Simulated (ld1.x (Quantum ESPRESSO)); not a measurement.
# Varying the TM potential for P (Z = 15)

Base potential:

phosphorus (P), norm-conserving Troullier–Martins (Kleinman–Bylander form), made with ld1.x (Quantum ESPRESSO) 7.5 (PBEsol, scalar-relativistic). Core [Ne], reference 3s2 3p2 (charge +1). Waves: 3s (bound): rc 1.55 bohr; 3p (bound): rc 1.70 bohr; 3d channel at 0.2 Ry: rc 1.60 bohr. Local part: all-electron potential smoothed inside 1.65 bohr (lloc = -1). Core correction: none.

Cutoffs, loose and tight: the cutoffs (Ry, on a coarse ladder) from which the occupation-weighted sum of valence levels, in a spherical-Bessel basis at the reference potential, stays within 10 and 1 mRy of its value at 400 Ry. They do not see the model core or the augmentation charge, which bear on the density cutoff. Test errors are all-electron minus pseudo excitation energies from the reference, over the configurations 3s2 3p3; 3s2 3p1; 3s2 3p0; 3s2 3p2.5; 3s1 3p0; 3s1 3p4; 3s1 3p3. A dash means not determined; rows that change the core or the reference have their own tests.

| change | outcome | cutoff, loose | cutoff, tight | bound ghosts | largest test error (meV) |
| --- | --- | --- | --- | --- | --- |
| base | generated | 21 Ry | 50 Ry | none | +218 |
| all radii scaled by about 0.78 (s 1.20, p 1.32, d 1.24 bohr); local potential all-electron potential smoothed inside 1.28 bohr (lloc = -1) | generated | 60 Ry | 110 Ry | none | +207 |
| all radii scaled by about 0.86 (s 1.34, p 1.46, d 1.38 bohr); local potential all-electron potential smoothed inside 1.42 bohr (lloc = -1) | generated | 40 Ry | 80 Ry | none | +216 |
| all radii scaled by about 0.92 (s 1.42, p 1.56, d 1.46 bohr); local potential all-electron potential smoothed inside 1.52 bohr (lloc = -1) | generated | 21 Ry | 50 Ry | none | +218 |
| all radii scaled by about 1.12 (s 1.74, p 1.90, d 1.80 bohr); local potential all-electron potential smoothed inside 1.84 bohr (lloc = -1) | generated | 21 Ry | 45 Ry | none | +210 |
| all radii scaled by about 1.21 (s 1.88, p 2.06, d 1.94 bohr); local potential all-electron potential smoothed inside 2.00 bohr (lloc = -1) | generated | 18 Ry | 40 Ry | none | +195 |

(1) What comes out with this change to the base: all radii scaled by about 1.37 (s 2.12, p 2.34, d 2.20 bohr); local potential all-electron potential smoothed inside 2.26 bohr (lloc = -1)?

(2) What comes out with this change to the base: all radii scaled by about 1.30 (s 2.02, p 2.22, d 2.08 bohr); local potential all-electron potential smoothed inside 2.14 bohr (lloc = -1)?

Answers

(1) outcome: generated; cutoff, loose: 15 Ry; cutoff, tight: 35 Ry; bound ghosts: none; largest test error (meV): +142.

(2) outcome: generated; cutoff, loose: 18 Ry; cutoff, tight: 40 Ry; bound ghosts: none; largest test error (meV): +169.

Reading the sweep of the scale of all radii (base = 1) (base included, trends over the rows without a ghost): The loose cutoff falls from 60 Ry at 0.78 to 15 Ry at 1.37. A larger radius leaves more room for a smooth pseudo-wave, so fewer plane waves are needed; a smaller one forces it to follow the all-electron wave where it bends sharply. The median size of the test errors (rows with all tests solved) is not monotonic: lowest 4.2 meV at 1.12, highest 6.0 meV at 1.3.
